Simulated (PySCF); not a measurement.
Record of a relaxation.

Hexafluorophosphate, PF₆ (charge -1).
Bonds: F1–P2, P2–F3, P2–F4, P2–F5, P2–F6, P2–F7.

Method: PBE0-D3(BJ)/def2-TZVP geometry optimisation, gas phase (PySCF); density fitting, grid level 2; the optimiser is geomeTRIC in internal coordinates, started from a GFN2-xTB structure with every atom displaced at random (about 0.01 Å). 13 of its 14 geometries are shown. The frame can shift and turn from step to step; on so coarse a grid that alone can change the energy by a few meV, and forces under 0.02 eV/Å are noise.

Step 0: E = -25587.3319 eV, largest atomic force 0.730 eV/Å
```
atom  x, y, z in Å  |  force x, y, z in eV/Å
F1     -0.598   -1.515    0.225   -0.060   0.717  -0.121
P2     -0.005   -0.004   -0.006    0.506  -0.099  -0.226
F3      0.908   -0.569   -1.225   -0.114   0.115   0.203
F4     -0.895    0.570    1.205   -0.276  -0.123  -0.053
F5      1.184   -0.338    1.051   -0.078   0.027  -0.210
F6     -1.190    0.338   -1.072    0.239  -0.188   0.443
F7      0.629    1.489   -0.228   -0.218  -0.449  -0.036
```

Step 1: E = -25586.9812 eV, largest atomic force 2.481 eV/Å
```
atom  x, y, z in Å  |  force x, y, z in eV/Å
F1     -1.076    0.323   -1.172   -0.628  -0.515  -0.038
P2     -0.035   -0.002   -0.007    1.868  -0.081   0.286
F3      1.151    0.301   -1.068    0.568   1.873   0.037
F4     -1.235   -0.391    1.013    0.238  -0.476  -0.612
F5      0.296   -1.513   -0.484   -2.167  -1.179   0.263
F6     -0.127    1.532    0.509    0.119   0.023  -0.403
F7      1.059   -0.278    1.158    0.002   0.356   0.467
```

Step 2: E = -25587.2658 eV, largest atomic force 1.326 eV/Å
```
atom  x, y, z in Å  |  force x, y, z in eV/Å
F1     -1.063    0.306   -1.180   -0.573  -0.335  -0.101
P2     -0.019   -0.001   -0.011    1.240  -0.163   0.440
F3      1.167    0.362   -1.056    0.257   0.642   0.181
F4     -1.216   -0.426    0.996    0.105  -0.029  -0.308
F5      0.212   -1.542   -0.456   -0.960  -0.232  -0.139
F6     -0.122    1.533    0.499   -0.075  -0.015  -0.261
F7      1.075   -0.261    1.158    0.006   0.132   0.189
```

Step 3: E = -25587.2717 eV, largest atomic force 0.964 eV/Å
```
atom  x, y, z in Å  |  force x, y, z in eV/Å
F1     -1.061    0.231   -1.171   -0.485   0.783  -0.285
P2      0.002   -0.002    0.000    0.347  -0.100  -0.086
F3      1.207    0.383   -1.015   -0.018   0.252   0.043
F4     -1.202   -0.437    0.992    0.240   0.118   0.185
F5      0.098   -1.530   -0.529    0.514  -0.346   0.681
F6     -0.111    1.536    0.497   -0.341   0.012  -0.377
F7      1.101   -0.210    1.176   -0.258  -0.719  -0.161
```

Step 4: E = -25587.3351 eV, largest atomic force 0.554 eV/Å
```
atom  x, y, z in Å  |  force x, y, z in eV/Å
F1     -1.076    0.274   -1.168   -0.115   0.093  -0.343
P2      0.000   -0.003   -0.012    0.408  -0.083   0.366
F3      1.208    0.406   -1.014   -0.188  -0.074  -0.122
F4     -1.203   -0.445    0.976    0.100   0.274   0.283
F5      0.118   -1.553   -0.468    0.235   0.089  -0.162
F6     -0.115    1.536    0.480   -0.217  -0.019  -0.077
F7      1.102   -0.243    1.154   -0.224  -0.280   0.055
```

Step 5: E = -25587.3311 eV, largest atomic force 0.655 eV/Å
```
atom  x, y, z in Å  |  force x, y, z in eV/Å
F1     -1.051    0.292   -1.183   -0.591  -0.282  -0.015
P2     -0.002   -0.007   -0.004    0.459   0.104  -0.025
F3      1.173    0.397   -1.045    0.352   0.080   0.328
F4     -1.192   -0.431    1.009   -0.033   0.052  -0.216
F5      0.156   -1.549   -0.477   -0.242   0.037   0.057
F6     -0.129    1.536    0.472    0.024  -0.025   0.076
F7      1.079   -0.266    1.177    0.030   0.033  -0.204
```

Step 6: E = -25587.3534 eV, largest atomic force 0.374 eV/Å
```
atom  x, y, z in Å  |  force x, y, z in eV/Å
F1     -1.072    0.277   -1.172   -0.205  -0.112  -0.140
P2     -0.001   -0.006   -0.006    0.365   0.072   0.033
F3      1.195    0.397   -1.024    0.015   0.103   0.086
F4     -1.197   -0.425    1.000    0.073  -0.010  -0.027
F5      0.149   -1.547   -0.485   -0.157   0.027   0.085
F6     -0.129    1.536    0.470    0.009  -0.014   0.013
F7      1.088   -0.261    1.167   -0.101  -0.067  -0.051
```

Step 8: E = -25587.3567 eV, largest atomic force 0.205 eV/Å
```
atom  x, y, z in Å  |  force x, y, z in eV/Å
F1     -1.074    0.267   -1.182   -0.050   0.086   0.021
P2      0.002   -0.002   -0.009    0.162  -0.085   0.094
F3      1.199    0.411   -1.020   -0.035  -0.021   0.040
F4     -1.193   -0.421    0.996   -0.043   0.079   0.038
F5      0.129   -1.545   -0.478    0.044  -0.011  -0.081
F6     -0.116    1.536    0.483   -0.093  -0.022  -0.115
F7      1.086   -0.276    1.161    0.016  -0.025   0.003
```

Step 9: E = -25587.3529 eV, largest atomic force 0.303 eV/Å
```
atom  x, y, z in Å  |  force x, y, z in eV/Å
F1     -1.074    0.284   -1.167   -0.066  -0.107  -0.163
P2      0.008   -0.010   -0.003   -0.099   0.241  -0.154
F3      1.206    0.409   -1.008    0.038  -0.119  -0.019
F4     -1.193   -0.417    1.000    0.063  -0.037   0.064
F5      0.119   -1.546   -0.500    0.086   0.041   0.117
F6     -0.121    1.535    0.458    0.073   0.031   0.239
F7      1.089   -0.284    1.169   -0.094  -0.050  -0.083
```

Step 10: E = -25587.3586 eV, largest atomic force 0.097 eV/Å
```
atom  x, y, z in Å  |  force x, y, z in eV/Å
F1     -1.075    0.281   -1.174   -0.013  -0.045  -0.049
P2      0.006   -0.006   -0.006   -0.015   0.089  -0.036
F3      1.205    0.405   -1.013   -0.009  -0.018   0.009
F4     -1.193   -0.415    1.000    0.002  -0.026   0.020
F5      0.126   -1.544   -0.493    0.006   0.006   0.030
F6     -0.120    1.535    0.471    0.044   0.008   0.050
F7      1.086   -0.285    1.165   -0.016  -0.013  -0.023
```

Step 11: E = -25587.3584 eV, largest atomic force 0.103 eV/Å
```
atom  x, y, z in Å  |  force x, y, z in eV/Å
F1     -1.076    0.274   -1.179   -0.010   0.013   0.029
P2      0.003   -0.005   -0.007    0.090   0.047  -0.016
F3      1.201    0.411   -1.012    0.015  -0.045  -0.038
F4     -1.195   -0.414    1.000    0.014   0.014  -0.019
F5      0.129   -1.544   -0.490   -0.027  -0.003   0.004
F6     -0.111    1.536    0.474   -0.079  -0.014   0.018
F7      1.084   -0.286    1.163   -0.003  -0.011   0.022
```

Step 12: E = -25587.3590 eV, largest atomic force 0.028 eV/Å
```
atom  x, y, z in Å  |  force x, y, z in eV/Å
F1     -1.076    0.276   -1.179   -0.004   0.014   0.010
P2      0.004   -0.004   -0.007    0.028   0.003  -0.001
F3      1.203    0.408   -1.014   -0.005  -0.007   0.001
F4     -1.194   -0.415    0.999   -0.003   0.007   0.005
F5      0.127   -1.543   -0.489   -0.005  -0.011  -0.008
F6     -0.116    1.536    0.476   -0.013  -0.012  -0.013
F7      1.085   -0.286    1.163    0.002   0.005   0.005
```

Step 13: E = -25587.3590 eV, largest atomic force 0.023 eV/Å
```
atom  x, y, z in Å  |  force x, y, z in eV/Å
F1     -1.076    0.277   -1.178   -0.002  -0.009  -0.002
P2      0.005   -0.004   -0.007    0.007   0.022  -0.002
F3      1.204    0.407   -1.013   -0.007  -0.006  -0.003
F4     -1.193   -0.415    1.000   -0.005  -0.006   0.000
F5      0.127   -1.544   -0.490   -0.002   0.002   0.007
F6     -0.118    1.535    0.475    0.008   0.004   0.002
F7      1.085   -0.285    1.164    0.001  -0.007  -0.003
```

Task: Summarise the path.

Result: The energy falls by 0.63 kcal/mol from step 0 to step 13; nine tenths of that is first reached at step 8. It rises by more than 0.2 meV at steps 1, 5, 7 and 9. The largest force goes from 0.730 to 0.023 eV/Å. Among the bonds F1–P2 changes most, from 1.639 to 1.618 Å; the atoms move by 0.019 Å rms after alignment.

Task: Follow the three bonds and two angles with the largest change from start to end.

Result: 
```tsv
step	E above end (kcal/mol)	largest force (eV/Å)	F1–P2 (Å)	P2–F7 (Å)	P2–F6 (Å)	F1–P2–F7 (°)	F1–P2–F6 (°)
0	0.63	0.730	1.639	1.637	1.630	178.4	91.3
1	8.71	2.481	1.596	1.622	1.621	177.6	90.2
2	2.15	1.326	1.597	1.622	1.621	177.7	90.4
3	2.01	0.964	1.599	1.623	1.620	178.7	92.3
4	0.55	0.554	1.603	1.622	1.620	178.5	90.4
5	0.64	0.655	1.606	1.622	1.620	178.2	89.2
6	0.13	0.374	1.609	1.621	1.619	178.8	89.6
7	0.32	0.391	1.614	1.618	1.619	179.6	91.2
8	0.05	0.205	1.615	1.618	1.619	179.7	90.8
9	0.14	0.303	1.616	1.618	1.618	179.2	88.8
10	0.01	0.097	1.617	1.618	1.618	179.7	89.6
11	0.01	0.103	1.618	1.618	1.618	179.9	90.2
12	0.00	0.028	1.617	1.618	1.618	179.9	90.1
13	0.00	0.023	1.618	1.618	1.618	179.9	89.9
```

What follows is the cost of the whole optimisation. Hardware: one thread of an Intel Xeon 6975P-C, shared host. Cost: 3.2 min, 1.0 GiB resident at most.
